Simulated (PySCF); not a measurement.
# Radial density of O (oxygen, neutral)

UHF, [He] 2s2 2p4, high-spin 3P determinant. Computed with PySCF 2.14 in x2c-TZVPPall (5s3p2d1f, 31 functions), with the spin-free X2C one-electron Hamiltonian (Gaussian nucleus).

| r (bohr) | 4πr²ρ (e/bohr) | 4πr²(ρα − ρβ) |
| --- | --- | --- |
| 0.00275 | 0.02988 | 0.0000 |
| 0.00463 | 0.08157 | 0.0000 |
| 0.00778 | 0.2159 | 0.0001 |
| 0.0131 | 0.5559 | 0.0002 |
| 0.0220 | 1.354 | 0.0007 |
| 0.0370 | 3.002 | 0.0021 |
| 0.0623 | 5.674 | 0.0075 |
| 0.105 | 8.228 | 0.0314 |
| 0.176 | 7.779 | 0.1294 |
| 0.296 | 4.228 | 0.4673 |
| 0.498 | 3.370 | 1.1737 |
| 0.838 | 4.767 | 1.6177 |
| 1.41 | 2.963 | 0.9424 |
| 2.37 | 0.5997 | 0.1632 |
| 3.99 | 0.02912 | 0.0057 |

Densities and radii are taken from the X2C orbitals without a picture-change correction, which distorts them close to the nucleus.
